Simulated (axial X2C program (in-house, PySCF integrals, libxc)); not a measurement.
**MoTe at several levels of theory**

All values were computed with an in-house all-electron X2C program for linear molecules (integrals from PySCF). Spin-free means the one-electron spin-free X2C Hamiltonian; two-component (2c) means X2C with spin–orbit coupling and atomic mean-field two-electron Coulomb and Gaunt terms, so the difference of the two also holds small scalar two-electron terms. Basis: Te dyall-cv3z [11s12p8d4f1g], Mo dyall-cv3z [11s12p9d5f3g] (cores contracted in-house); Gaussian nuclei, density fitting, unrestricted open shells. Masses: Te 129.906 u, Mo 97.905 u.

Input:
```json
{"zs": [52, 42], "q": 0, "bas": ["dyall-cv3z", "dyall-cv3z"], "levels": ["PBE0", "HF", "PW91"], "cc": true, "r0": 2.49, "thr": -1.0, "nmax": 110, "npts": 10, "nst": 2, "ntry": 8}
```
```bash
python so2c.py task.json out
```

Keys: zs atomic numbers; q charge; bas basis sets; levels methods; cc coupled cluster on or off; r0 starting distance in Å; thr threshold in hartree for freezing inner shells (an s shell follows its p shell); nmax most natural virtual spinors; npts points on the curve; nst determinants followed; ntry starts of the search. HF also brings MP2.

State, spin-free: M_S = 2, Λ = 1 (beyond evenly filled blocks: σα, π+α, δ+α, δ-α); electrons by block: σα: 20, σβ: 19, π+α: 11, π+β: 10, π-α: 10, π-β: 10, δ+α: 4, δ+β: 3, δ-α: 4, δ-β: 3. Fragments: Te + Mo.

State, 2c: Ω = 1 (⟨Sz⟩ = 2.00, ⟨Lz⟩ = -1.00 at PBE0); electrons by block: 1/2: 30, -1/2: 30, 3/2: 13, -3/2: 14, 5/2: 4, -5/2: 3. Fragments: Te + Mo.

| Hamiltonian | level | Re (Å) | ωe (cm⁻¹) | αe (cm⁻¹) | De (eV) | k (mdyn/Å) | μ (D) |
| --- | --- | --- | --- | --- | --- | --- | --- |
| spin-free | PBE0 | 2.528 | 224.3 | 0.000184 | 2.45 | 1.65 | 4.34 |
| spin-free | HF | 2.780 | 166.8 | 0.000139 | 0.824 | 0.915 | 5.93 |
| spin-free | CCSD | 2.592 | 198.4 | 0.000174 | 2.05 | 1.29 | n/a |
| spin-free | CCSD(T) | 2.564 | 208.0 | 0.000191 | 2.23 | 1.42 | n/a |
| spin-free | PW91 | 2.496 | 252.4 | 0.000164 | 2.96 | 2.1 | 3.50 |
| 2c | PBE0 | 2.543 | 218.8 | 0.00018 | 2.38 | 1.57 | 4.21 |
| 2c | HF | 2.787 | 164.9 | 0.000144 | n/a | 0.894 | 5.86 |
| 2c | PW91 | 2.507 | 245.2 | 0.000167 | 2.85 | 1.98 | 3.39 |

Correlated methods: 12 electrons correlated (number of frozen shells: Te 4 s, 3 p, 2 d; Mo 4 s, 3 p, 1 d), 342 virtual spin orbitals or spinors in MP2, 110 natural virtuals in coupled cluster.

Dipoles are positive if Mo is the positive end.

The state is one determinant whose occupation by symmetry is held fixed; it was picked as the lowest of a PBE0 search that is not exhaustive. De is counted from the lowest determinant-based energies of the atoms at the same level, without counterpoise correction. De is not given where an atomic determinant may have missed its ground term or J level, or where the truncated virtual space spoils (T). Density functionals use the spin component along the axis (collinear). CCSD and (T) use frozen natural virtuals with an MP2 correction for the truncation; (T) itself is uncorrected, so its De runs slightly low. The functionals have no current-density term, which raises determinants with orbital currents, atoms included. With several unpaired electrons one determinant need not be a pure state. Open-shell Ω = 0 determinants with evenly filled partner blocks cannot be reached by this program, so the Ω shown need not be the lowest component. The determinant is spin-polarised beyond a pure state at some levels (its spin-free form has ⟨S²⟩ too high), which makes Re and μ there less reliable. The T1 diagnostic is large, a sign of multireference character. With the outer-core shells frozen, correlated bond lengths of heavy atoms tend to come out a few hundredths of an ångström too long.

No reliable constants came from CCSD (2c), CCSD(T) (2c), MP2 (2c), MP2 (spin-free): no minimum in range, unconverged points, a curve that is not smooth, a change of character along it, or the two Hamiltonians disagreeing along it.

Rough cost a point (2c) on 1 thread(s) of a shared host, integrals apart: PBE0 2.3 s, HF 2.2 s, PW91 0.8 s.

The whole task took 7.2 min on 1 thread of Arm Neoverse V1, with other jobs on the host.
